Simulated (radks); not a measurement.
The nuclear charge of neutral gadolinium is varied continuously with 64 electrons held in [Xe] 4f7 5d1 6s2. All-electron calculation, Dirac Kohn-Sham, BLYP, spin-unpolarised, spherical densities, finite nucleus; open shells fill j = l - 1/2 first; Fermi nuclear charge, rms radius 5.1569 fm. Program: a radial shooting solver on a logarithmic mesh with Libxc functionals. By the Hellmann-Feynman theorem dE/dZ = E(electron-nucleus)/Z, the electronic potential at the nucleus (averaged over a nucleus of fixed radius).

Z     E (hartree)  E(electron-nucleus)/Z (hartree)   HOMO  e(HOMO) (eV)  <r> HOMO (bohr)
63.8  -11193.7546                         -430.943  5d3/2        -1.098            3.045
64    -11280.1441                         -432.952  5d3/2        -2.484            2.810
64.2  -11366.9354                         -434.960  5d3/2        -4.022            2.641
64.4  -11454.1281                         -436.967  5d3/2        -5.690            2.510
64.6  -11541.7222                         -438.974  5d3/2        -7.473            2.403
64.8  -11629.7177                         -440.981  6s1/2        -9.241            3.488
65    -11718.1148                         -442.990  6s1/2       -10.738            3.389

The central difference of E at Z = 64 is -432.952 hartree, to compare with the third column; the second derivative is -10 hartree.
